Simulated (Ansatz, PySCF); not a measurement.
CH2I, SMILES [CH2]I, multiplicity 2. Atoms are numbered in the order given.

```xyz
4

C     -1.7600     0.0419     0.0000
I      0.2847    -0.0142     0.0000
H     -2.2704     0.0559    -0.9482
H     -2.2704     0.0559     0.9482
```
Charge 0, spin multiplicity 2.

Coordinates come from a B3LYP-D3(BJ)/def2-TZVP optimisation. The isomer is the one that the SMILES or the coordinates give; other isomers of the formula were not compared. The def2 effective core potentials stand for the cores of I; spin–orbit coupling is left out.

Two levels are set side by side: PBE-D3(BJ)/def2-TZVP (Ansatz, a quantum-chemistry and plane-wave program) and B3LYP-D3(BJ)/def2-TZVP (Ansatz). Each level has its own optimised geometry; the coordinates shown are those of the second. Frequencies come from the Hessian of PySCF at each geometry. Differences are taken from unrounded values.

```tsv
quantity	B3LYP-D3(BJ)	PBE-D3(BJ)	PBE-D3(BJ) minus B3LYP-D3(BJ)
mean bond length (Å)	1.400	1.404	0.004
bond C1–I2 (Å)	2.045	2.041	-0.004
bond C1–H3 (Å)	1.077	1.085	0.008
bond C1–H4 (Å)	1.077	1.085	0.008
highest harmonic wavenumber (cm⁻¹)	3320	3256	-64
mean harmonic wavenumber (cm⁻¹)	1584	1551	-32
zero-point energy (kcal/mol)	13.58	13.31	-0.28
```
